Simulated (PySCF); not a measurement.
C₃H₇FSi, SMILES C=CC[SiH2]F. Geometry optimised at B3LYP-D3(BJ)/def2-SVP. The values are those of a single conformer.

Computed equilibrium geometry at B3LYP-D3(BJ)/def2-SVP (PySCF confirms it by a frequency run) as bond lengths and angles (one conformer of several):
Atoms: Si1 F2 C3 C4 C5 H6 H7 H8 H9 H10 H11 H12. Bond lengths (Å): Si1–F2 1.633, Si1–C3 1.883, Si1–H6 1.487, Si1–H7 1.488, C3–C4 1.502, C3–H8 1.103, C3–H9 1.103, C4–C5 1.338, C4–H10 1.097, C5–H11 1.095, C5–H12 1.093. Bond angles (°): F2–Si1–C3 109.7, F2–Si1–H6 108.0, F2–Si1–H7 107.8, C3–Si1–H6 110.1, C3–Si1–H7 110.5, H6–Si1–H7 110.7, Si1–C3–C4 109.1, Si1–C3–H8 108.7, Si1–C3–H9 108.3, C4–C3–H8 111.5, C4–C3–H9 111.5, H8–C3–H9 107.6, C3–C4–C5 125.4, C3–C4–H10 115.9, C5–C4–H10 118.6, C4–C5–H11 121.6, C4–C5–H12 121.4, H11–C5–H12 117.0.
Charge 0, spin multiplicity 1.
